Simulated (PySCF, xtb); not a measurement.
Two structures of C2H3Ge+

Structure I: `C#[C][GeH2+]`, a singlet. Structure II: a singlet given by its coordinates. Both are isolated ions in the gas phase, relaxed with BLYP-D3(BJ)/def2-SVP.

I (Å):

```yaml
atoms:
  - { symbol: C, position_ang: [0.7583, -0.3972, 2.2152] }
  - { symbol: C, position_ang: [0.7548, -0.7415, 1.0296] }
  - { symbol: Ge, position_ang: [0.7453, -1.2599, -0.7338] }
  - { symbol: H, position_ang: [0.7622, -0.0926, 3.2600] }
  - { symbol: H, position_ang: [2.0919, -1.5550, -1.4150] }
  - { symbol: H, position_ang: [-0.6087, -1.3795, -1.4527] }
```

II (Å):

```xyz
6

C     0.3846   -0.7024    1.0943
C     1.0168   -0.7585   -0.1167
Ge    0.6566   -2.5170    1.6686
H    -0.0976    0.2051    1.4883
H     1.1065    0.0950   -0.8164
H     1.5031   -1.6888   -0.5048
```

Close contacts (Å): C1–C2 1.37, C1–Ge3 1.92, C2–Ge3 2.53, C1–H4 1.10, C2–H5 1.11, C2–H6 1.12.

Q: Estimate which is lower in electronic energy at CCSD(T)/def2-SVP + ΔMP2/def2-TZVPP, and by roughly how much.

A: The CCSD(T)/def2-SVP + ΔMP2/def2-TZVPP calculation puts structure II lower, by 32.5 kcal/mol.

Level by level:

```csv
level,geometry,E(II) − E(I) (kcal/mol),departure from the last row (kcal/mol),"job, with rough time for the two"
GFN2-xTB,GFN2-xTB,−43.2,−10.7,"optimisation, 0.096 s"
HF/STO-3G,GFN2-xTB,−19.2,+13.3,"single point, 1.1 s"
r2SCAN-D4/def2-SVP,GFN2-xTB,−33.1,−0.6,"single point, 8.4 s"
BLYP-D3(BJ)/def2-SVP,BLYP-D3(BJ)/def2-SVP,−37.8,−5.3,"optimisation, 51 s"
HF/def2-SVP,BLYP-D3(BJ)/def2-SVP,−33.5,−1.0,part of the CCSD(T) run
MP2/def2-SVP,BLYP-D3(BJ)/def2-SVP,−28.2,+4.4,part of the CCSD(T) run
CCSD(T)/def2-SVP,BLYP-D3(BJ)/def2-SVP,−32.3,+0.3,single point
CCSD(T)/def2-SVP + ΔMP2/def2-TZVPP,BLYP-D3(BJ)/def2-SVP,−32.5,,"single point, 18 s"
```

The levels shown agree on the order. The largest departure from CCSD(T)/def2-SVP + ΔMP2/def2-TZVPP is that of HF/STO-3G, 13.3 kcal/mol. No reliable frequencies are at hand for II, so it isn't confirmed as a minimum. The last row adds to CCSD(T) the change of the MP2 difference between the two basis sets, here −0.3 kcal/mol.

The correlated steps freeze 11 core orbitals; the filled d shell of Ge is correlated, in a basis made for valence electrons. Run with PySCF 2.14.0, xtb 6.7.1; the last row on 2 threads of Intel(R) Xeon(R) 6975P-C (Granite Rapids) on a shared host.
